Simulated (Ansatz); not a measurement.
Ideal-gas functions of CH₅NSSi, SMILES `C1N[SiH2]S1` at 800 K and 1 bar, from an Ansatz frequency run at PBE0-D4/def2-TZVP.

Molar mass 91.21 g/mol, point group C1 (symmetry number 1), electronic degeneracy 1, moments of inertia 71.977, 97.586, 160.302 u Å². Harmonic wavenumbers (cm⁻¹, unscaled): 148, 266, 481, 516, 533, 652, 724, 811, 882, 943, 1019, 1076, 1166, 1236, 1353, 1519, 2187, 2211, 3037, 3084, 3658.

Use S(trans) = R[1.5 ln M + 2.5 ln T − 1.1517]; rotational temperatures θ = 24.2544 K / I; S(rot) = R[ln(√π/σ · √(T³/θAθBθC)) + 1.5]; for each mode x = 1.438777 ν̃/T, S = R[x/(eˣ − 1) − ln(1 − e⁻ˣ)] and H = RT x/(eˣ − 1); 1 cm⁻¹ = 0.0119627 kJ/mol; R = 8.31446 J/(mol·K).

Q: By hand: the entropy, in J/(mol·K).

A: Translation 185.7. Rotation: θ = 0.337, 0.2485, 0.1513 K, giving 118.8. Vibration, mode by mode: 19.34, 14.52, 9.77, 9.23, 8.98, 7.45, 6.68, 5.88, 5.30, 4.85, 4.35, 4.01, 3.53, 3.20, 2.71, 2.14, 0.82, 0.79, 0.23, 0.21, 0.09, in all 114.1. Electronic 0.0. Sum 418.6 J/(mol·K).

Q: By hand: H − E and G − E in kJ/mol, counted from the electronic energy.

A: Zero-point energy ½ × 27502 × 0.0119627 = 164.5; thermal vibration 50.6; translation, rotation and pV give 4 RT = 26.6. H − E = 241.7 kJ/mol, and G − E = 241.7 − 800 × 418.6/1000 = -93.2 kJ/mol.

Vibration gives 27 % of the entropy, 19.3 J/(mol·K) of it from the mode under 150 cm⁻¹: soft modes count most, and the harmonic formula is weakest for them. The sum counts one conformer and one mirror image; others add a mixing term.
